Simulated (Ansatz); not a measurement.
Mg(I)(Et) (C₂H₅IMg), SMILES C[CH2][Mg][I].

The structure is a stationary point at PBE0-D3(BJ)/def2-SVP. The structure was generated by enumeration; whether it is a known compound was not checked. The def2 effective core potentials stand for the cores of I; spin–orbit coupling is left out. One conformer was computed; it need not be the lowest.

Two levels are set side by side: PBE/def2-SVPD (Ansatz, a first-principles code) and PBE0/def2-SVPD (Ansatz). Energy differences of separate SCF runs at the same geometry; the states with an electron removed or added have multiplicity 2 and 2. Differences are taken from unrounded values.

```
quantity                           PBE0
---------------------------------  ----
vertical ionisation energy (eV)    8.86
vertical singlet–triplet gap (eV)  4.07
```

Question: What does PBE give, and how far is it from PBE0? (Estimate from the structure and the level; the computed values follow.)

Answer: 
| quantity | PBE | PBE minus PBE0 |
|---|---|---|
| vertical ionisation energy (eV) | 8.56 | -0.30 |
| vertical singlet–triplet gap (eV) | 3.83 | -0.23 |
